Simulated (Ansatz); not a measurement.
Geometry optimisation, RHF/6-31G* (Ansatz 0.2.0).

Input file:

```yaml
crystal:
  periodic: [false, false, false]
  atoms:
    - { symbol: Si, position_ang: [-0.205505, -0.142478, 0.090233] }
    - { symbol: H, position_ang: [-0.271363, 0.024697, 1.53924] }
    - { symbol: O, position_ang: [1.374464, -0.452769, -0.2265] }
    - { symbol: H, position_ang: [1.616332, -0.531411, -1.139748] }
    - { symbol: O, position_ang: [-0.766726, 1.086001, -0.816142] }
    - { symbol: H, position_ang: [-1.615667, 0.948238, -1.213348] }
    - { symbol: O, position_ang: [-1.176376, -1.395059, -0.348567] }
    - { symbol: H, position_ang: [-1.080399, -2.225051, 0.095661] }
    - { symbol: O, position_ang: [1.341444, 1.914653, 1.408065] }
    - { symbol: H, position_ang: [2.059936, 1.464396, 0.982225] }
    - { symbol: H, position_ang: [1.015561, 1.278984, 2.06338] }
basis:
  gaussian: { orbitals: "6-31G*" }
hamiltonian:
  xc: hf
relax:
  f_tol: 0.03
  max_steps: 50
output:
  orbitals: {}
```

Launched with:

```bash
$ ansatz run input.yaml --threads 1 --pin off --max-ram 2048MiB --backend cpu --events-out ev --progress --plain --runs-dir out
```

Question: Where does it end, and by what steps?

Answer: It converged. The force dipped under the threshold on the way, but the program's further checks kept it going. After 31 steps the energy has fallen by 0.277 eV; H11 moved furthest, 1.76 Å.

| step | energy less start (eV) | largest force component (eV/Å) | accepted |
| --- | --- | --- | --- |
| 0 | 0.0000 | 1.056 | yes |
| 2 | -0.1670 | 0.686 | yes |
| 4 | -0.2332 | 0.172 | yes |
| 6 | -0.2488 | 0.294 | yes |
| 8 | -0.2561 | 0.118 | yes |
| 10 | -0.2642 | 0.205 | yes |
| 12 | -0.2695 | 0.154 | yes |
| 14 | -0.2726 | 0.155 | yes |
| 16 | -0.2746 | 0.156 | yes |
| 18 | -0.2753 | 0.092 | no |
| 20 | -0.2758 | 0.155 | yes |
| 22 | -0.2764 | 0.087 | yes |
| 24 | -0.2768 | 0.036 | yes |
| 26 | -0.2771 | 0.040 | yes |
| 28 | -0.2773 | 0.041 | yes |
| 30 | -0.2774 | 0.047 | yes |
| 31 | -0.2774 | 0.018 | yes |

```xyz
11
Properties=species:S:1:pos:R:3
Si -0.682 -0.131 -0.138
H -1.221 0.296 1.150
O 0.925 0.188 -0.056
H 1.401 0.234 -0.875
O -1.300 0.664 -1.418
H -1.974 0.231 -1.924
O -1.010 -1.711 -0.411
H -0.789 -2.354 0.248
O 2.370 1.897 1.965
H 1.870 1.406 1.323
H 2.702 1.250 2.571
```

Whether the end is a true minimum wasn't checked by a vibrational analysis.

Run time: 35 s on 1 thread of Intel(R) Xeon(R) 6975P-C (Granite Rapids), on a shared host, peak memory 0.18 GiB.
